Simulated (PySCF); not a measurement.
C₆H₅ (SMILES [c]1ccccc1), doublet, at a GFN2-xTB geometry; BLYP/3-21G run with PySCF.

The PySCF input:
```python
from pyscf import gto, scf, dft

mol = gto.Mole()
mol.atom = '''
    C    -1.350904    0.343212    0.019626
    C    -0.443252    1.360341    0.008997
    C     0.906341    1.011455   -0.010622
    C     1.272136   -0.323200   -0.018481
    C     0.313700   -1.321420   -0.007103
    C    -1.038761   -0.983819    0.012533
    H    -0.741357    2.398024    0.015300
    H     1.658224    1.787840   -0.019562
    H     2.319680   -0.589340   -0.033700
    H     0.603863   -2.362548   -0.013302
    H    -1.795977   -1.753387    0.021562
'''
mol.basis = '3-21g'
mol.charge = 0
mol.spin = 1
mol.verbose = 4
mol.symmetry = True
mol.symmetry_subgroup = 'Cs'
mol.build()

mf = dft.UKS(mol)
mf.xc = 'blyp'
mf.kernel()
mf.analyze()
```

What the program printed (banner, timings and long lists left out):

```
PySCF version 2.14.0

[INPUT] verbose = 4
[INPUT] num. atoms = 11
[INPUT] num. electrons = 41
[INPUT] charge = 0
[INPUT] spin (= nelec alpha-beta = 2S) = 1
[INPUT] symmetry True subgroup Cs
[INPUT] Mole.unit = angstrom
[INPUT] Symbol           X                Y                Z      unit          X                Y                Z       unit  Magmom
[...]
nuclear repulsion = 195.933985778354
point group symmetry = C2v, use subgroup Cs
symmetry origin: [-3.22636168e-07  1.38272643e-07 -9.21817622e-08]
symmetry axis x: [ 0.96911319 -0.24621414 -0.01407912]
symmetry axis y: [-0.24621833 -0.96921329  0.00146197]
symmetry axis z: [ 0.01400563 -0.00204972  0.99989982]
num. orbitals of irrep A' = 52
num. orbitals of irrep A" = 12
number of shells = 40
number of NR pGTOs = 105
number of NR cGTOs = 64
basis = 3-21g
ecp = {}

******** <class 'pyscf.dft.uks_symm.SymAdaptedUKS'> ********
method = SymAdaptedUKS
initial guess = minao
damping factor = 0
level_shift factor = 0
DIIS = <class 'pyscf.scf.diis.CDIIS'>
diis_start_cycle = 1
diis_space = 8
diis_damp = 0
SCF conv_tol = 1e-09
SCF conv_tol_grad = None
SCF max_cycles = 50
direct_scf = True
direct_scf_tol = 1e-13
number electrons alpha = 21  beta = 20
XC library pyscf.dft.libxc version 7.1.2
    S. Lehtola, C. Steigemann, M. J. T. Oliveira, and M. A. L. Marques,  SoftwareX 7, 1–5 (2018)
XC functionals = blyp
    A. D. Becke,  Phys. Rev. A 38, 3098 (1988)
    C. Lee, W. Yang, and R. G. Parr,  Phys. Rev. B 37, 785 (1988)
    B. Miehlich, A. Savin, H. Stoll, and H. Preuss,  Chem. Phys. Lett. 157, 200 (1989)
radial grids:
    Treutler-Ahlrichs [JCP 102, 346 (1995); DOI:10.1063/1.469408] (M4) radial grids

becke partition: Becke, JCP 88, 2547 (1988); DOI:10.1063/1.454033
pruning grids: <function nwchem_prune>
grids dens level: 3
symmetrized grids: True
atomic radii adjust function: <function treutler_atomic_radii_adjust>
small_rho_cutoff = 0
Freeze 0 electrons in irreps []
    41 free electrons in irreps A' A"
Set gradient conv threshold to 3.16228e-05
tot grids = 133752
init E= -230.872259433406

cycle= 1 E= -230.138263756595  delta_E= 0.734  |g|= 0.257  |ddm|= 2.78
cycle= 2 E= -230.123829530096  delta_E= 0.0144  |g|= 0.306  |ddm|= 0.763
cycle= 3 E= -230.173489440625  delta_E= -0.0497  |g|= 0.0661  |ddm|= 0.444
cycle= 4 E= -230.175925794072  delta_E= -0.00244  |g|= 0.0232  |ddm|= 0.115
cycle= 5 E= -230.176246198704  delta_E= -0.00032  |g|= 0.00898  |ddm|= 0.0403
[...]
converged SCF energy = -230.176296940538  <S^2> = 0.75454611  2S+1 = 2.004541
Total Energy =                        -230.176296940537981
[...]
beta  MO #37 (A" #7), energy= 0.641636719523107 occ= 0
beta  MO #38 (A' #31), energy= 0.658783880118832 occ= 0
beta  MO #39 (A' #32), energy= 0.691316766972876 occ= 0
beta  MO #40 (A' #33), energy= 0.717794734290129 occ= 0
beta  MO #41 (A" #8), energy= 0.731100749736228 occ= 0
beta  MO #42 (A" #9), energy= 0.735673492644635 occ= 0
beta  MO #43 (A' #34), energy= 0.758977481687346 occ= 0
beta  MO #44 (A' #35), energy= 0.764208156524485 occ= 0
beta  MO #45 (A" #10), energy= 0.776604875627283 occ= 0
beta  MO #46 (A" #11), energy= 0.78716270003793 occ= 0
beta  MO #47 (A' #36), energy= 0.814304389354092 occ= 0
beta  MO #48 (A" #12), energy= 0.86196164425823 occ= 0
beta  MO #49 (A' #37), energy= 0.913494138295371 occ= 0
beta  MO #50 (A' #38), energy= 0.943160983758691 occ= 0
beta  MO #51 (A' #39), energy= 0.949306653152589 occ= 0
beta  MO #52 (A' #40), energy= 1.01879445337527 occ= 0
beta  MO #53 (A' #41), energy= 1.0558625328517 occ= 0
beta  MO #54 (A' #42), energy= 1.07973629061538 occ= 0
beta  MO #55 (A' #43), energy= 1.2521941997832 occ= 0
beta  MO #56 (A' #44), energy= 1.2668057555887 occ= 0
beta  MO #57 (A' #45), energy= 1.29657285296173 occ= 0
beta  MO #58 (A' #46), energy= 1.40614446767604 occ= 0
beta  MO #59 (A' #47), energy= 1.4172395633081 occ= 0
beta  MO #60 (A' #48), energy= 1.49443087659827 occ= 0
beta  MO #61 (A' #49), energy= 1.50668502256285 occ= 0
beta  MO #62 (A' #50), energy= 1.8317736847654 occ= 0
beta  MO #63 (A' #51), energy= 1.84227543802331 occ= 0
beta  MO #64 (A' #52), energy= 2.34565007832494 occ= 0
 ** Mulliken pop alpha/beta on meta-lowdin orthogonal AOs **
 ** Mulliken pop       alpha | beta **
In total            21.00000 | 20.00000
 ** Mulliken atomic charges   ( Nelec_alpha | Nelec_beta ) **
charge of  0C =     -0.01717  (     3.48053      2.53664 )
charge of  1C =     -0.11707  (     3.03862      3.07845 )
charge of  2C =     -0.09274  (     3.07149      3.02125 )
charge of  3C =     -0.10880  (     3.04150      3.06730 )
charge of  4C =     -0.09269  (     3.07147      3.02122 )
charge of  5C =     -0.11708  (     3.03863      3.07845 )
charge of  6H =      0.11430  (     0.45409      0.43160 )
charge of  7H =      0.10589  (     0.45032      0.44378 )
charge of  8H =      0.10517  (     0.44892      0.44591 )
charge of  9H =      0.10588  (     0.45033      0.44379 )
charge of  10H =      0.11431  (     0.45409      0.43160 )
Dipole moment(X, Y, Z, Debye):  0.84293, -0.21429, -0.01225
```
